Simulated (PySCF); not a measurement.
## Re: excitation energy

Re [Xe] 4f14 5d5 6s2 (6S) → Re [Xe] 4f14 5d7 (4F), as a difference of total energies. Computed with PySCF 2.14 in def2-TZVPPD with the def2 core potential (60 electrons) (6s5p3d2f1g, 59 functions), with a scalar-relativistic core potential. Correlated levels: valence: 5s2 5p6 frozen. The calculations carry no spin-orbit coupling.

```tsv
method	excitation energy (eV)
UHF	5.883
MP2 (valence)	4.983
SCS-MP2 (valence)	4.497
CCSD (valence)	4.904
CCSD(T) (valence)	4.367
```

How much does correlation contribute at CCSD(T) (valence)?

4.367 − (5.883) = -1.516 eV, measured against UHF.

The coupled-cluster amplitudes are large for the upper state (T1 above 0.03 or a double amplitude above 0.15), so a single reference is strained.
